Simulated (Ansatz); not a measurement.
Reaction (ligand exchange at the Sc–N bond): `[NH2][Sc]([O][SiH3])[O][SiH3]` + HCl → `[SiH3][O][Sc]([Cl])[O][SiH3]` + NH₃

Isolated molecules relaxed with PBE0-D4/def2-TZVP in Ansatz; ΔE leaves out vibrations. CBS: MP2 limit from def2 TZ/QZ plus the TZ coupled-cluster correction, frozen cores. This one scheme is used for every species. Functionals use def2-TZVPP. B3LYP here is the variant with VWN-RPA as its local correlation; programs differ in this. For Sc outer-core shells are correlated without core-valence functions, which leaves a few kJ/mol of doubt a bond. Scalar relativity is left out up to krypton. Each species was taken in one conformer, which may not be the lowest.

`[NH2][Sc]([O][SiH3])[O][SiH3]`:

```xyz
14

N    -0.337    0.263    2.676
Sc   -0.091    0.072    0.726
O     1.133    1.239   -0.135
Si    2.150    2.196   -0.972
O    -1.095   -1.268   -0.169
Si   -1.898   -2.392   -1.029
H    -0.954   -0.289    3.258
H     0.130    0.930    3.278
H     2.294    1.719   -2.376
H     1.641    3.595   -1.003
H     3.499    2.201   -0.341
H    -3.271   -2.585   -0.485
H    -2.016   -1.982   -2.456
H    -1.184   -3.698   -0.974
```

HCl:

Z-matrix (Å, degrees):
```
Cl
H 1 1.279
```

`[SiH3][O][Sc]([Cl])[O][SiH3]`:

```xyz
12

Si    2.026    1.838   -1.245
O     0.527    1.283   -0.896
Sc   -1.146    0.578   -0.451
Cl   -3.096    1.560   -1.210
O    -1.191   -0.946    0.632
Si   -1.158   -2.275    1.584
H     1.957    3.249   -1.709
H     2.636    1.006   -2.316
H     2.888    1.772   -0.034
H    -2.249   -3.208    1.197
H    -1.339   -1.880    3.007
H     0.146   -2.976    1.441
```

NH₃:

```xyz
4

N    -0.023   -0.269   -0.080
H    -0.835    0.038    0.441
H     0.784   -0.120    0.513
H     0.073    0.351   -0.874
```

(1) Is it downhill or uphill in electronic energy at CCSD(T)/CBS, and by how much? (Best estimate.)

(2) What do these levels give: B3LYP-D4, CAM-B3LYP-D4, PBE, BLYP, r2SCANh, BHLYP, LC-ωPBE, HF/def2-SVP, MP2/def2-SVP, CCSD(T)/def2-SVP, SCS-MP2/def2-QZVPP, HF/CBS(def2)? (An estimate is asked.)

Largest T1 diagnostic among the species: 0.015.

Answers

(1) Ansatz gave: Downhill: ΔE = -28.1 kcal/mol.

(2) Computed: B3LYP-D4 -27.9, CAM-B3LYP-D4 -27.7, PBE -27.2, BLYP -27.0, r2SCANh -29.1, BHLYP -29.6, LC-ωPBE -28.1, HF/def2-SVP -32.8, MP2/def2-SVP -29.5, CCSD(T)/def2-SVP -28.9, SCS-MP2/def2-QZVPP -28.2, HF/CBS(def2) -32.3 kcal/mol.

At CCSD(T), def2-SVP lies −0.9 kcal/mol from the extrapolated value and def2-TZVPP +0.4 kcal/mol. From PBE to PBE0 (25 % exact exchange), in def2-TZVPP and without D4, ΔE moves by −1.3 kcal/mol. Leaving LDA and LC-ωPBE aside and taking each functional with its dispersion term where it has one, the values, not all of them listed here, spread over 3.0 kcal/mol, from BHLYP-D4 to BLYP-D4. LDA lies +1.2 kcal/mol from PBE without D4.
